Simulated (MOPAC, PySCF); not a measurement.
H6ClGaSi2, SMILES `[Ga]([Cl])([SiH3])[SiH3]`, neutral singlet in the gas phase. 

Cartesian coordinates (Å):
SMILES: [SiH3][Ga]([SiH3])[Cl]
```xyz
10

Si     2.1592    -0.7442    -0.3070
Ga     0.1722     0.4762     0.2316
Si    -2.1900     0.1551     0.0214
Cl     0.6341     2.3854     1.1485
H      1.8548    -2.0785    -0.8841
H      2.9729    -0.9284     0.9210
H      2.9518     0.0313    -1.2948
H     -2.5236    -1.1621    -0.5782
H     -2.7506     1.2263    -0.8408
H     -2.8190     0.2424     1.3633
```
Charge 0, multiplicity 1.

All levels are single points at this geometry (ωB97X-D3(BJ)/def2-TZVP); Pople sets use spherical d functions. Orbital energies aren't observables, and empty levels follow the basis.

```tsv
level	HOMO (eV)	LUMO (eV)	gap (eV)	dipole (D)	vertical IE, Delta-SCF (eV)
PBE-D3(BJ)/def2-TZVP in PySCF	-6.31	-3.11	3.20	1.94	8.82
ωB97X-D3(BJ)/def2-TZVP in PySCF	-9.57	-0.48	9.09	2.21	9.39
B3LYP/3-21G in PySCF	-7.26	-2.41	4.85	2.63	–
B3LYP/6-31G* in PySCF	-7.08	-2.44	4.64	2.28	9.05
B3LYP/LANL2DZ in PySCF	-7.43	-2.42	5.02	2.67	–
BP86/6-31G* in PySCF	-6.35	-3.08	3.26	2.14	–
M06-2X/6-31G* in PySCF	-8.28	-1.67	6.61	2.38	–
SVWN5/6-31G* in PySCF	-6.33	-3.17	3.16	2.16	8.93
HF/3-21G in PySCF	-9.90	0.35	10.25	3.13	–
HF/STO-3G in PySCF	-7.42	3.85	11.27	3.08	–
AM1 in MOPAC	-10.00	-2.23	7.77	2.31	–
PM3 in MOPAC	-8.11	-2.78	5.33	5.34	–
PM7 in MOPAC	-9.71	-0.09	9.62	3.79	–
```
